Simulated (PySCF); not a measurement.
## Radial density of Ru+ (ruthenium, charge +1)

BHandHLYP, [Kr] 4d7, high-spin 4F determinant. All numbers are calculated (PySCF 2.14, scalar relativity by spin-free X2C-1e, in aug-cc-pVTZ-DK (9s8p6d3f2g, 102 functions)).

```tsv
r (bohr)	4πr²ρ (e/bohr)	4πr²(ρα − ρβ)
0.0281	54.58	-0.0011
0.0473	47.24	0.0006
0.0796	63.17	0.0283
0.134	62.40	0.1934
0.225	45.55	0.4640
0.379	49.94	0.1697
0.637	15.17	0.3388
1.07	13.86	2.0545
1.80	4.687	1.3842
3.03	0.6076	0.2107
5.10	0.01886	0.0041
8.58	6.525e-05	0.0000
```

Densities and radii are taken from the X2C orbitals without a picture-change correction, which distorts them close to the nucleus.
